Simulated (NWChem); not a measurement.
Br anion

Results from NWChem. Level: PBE0/aug-cc-pVDZ; rows give the wavelength of the field.

Task: Order these by “isotropic polarisability (bohr³)”, lowest first: 589 nm; static; 1065 nm.

Result: static (32.0), 1065 nm (32.6), 589 nm (33.9)
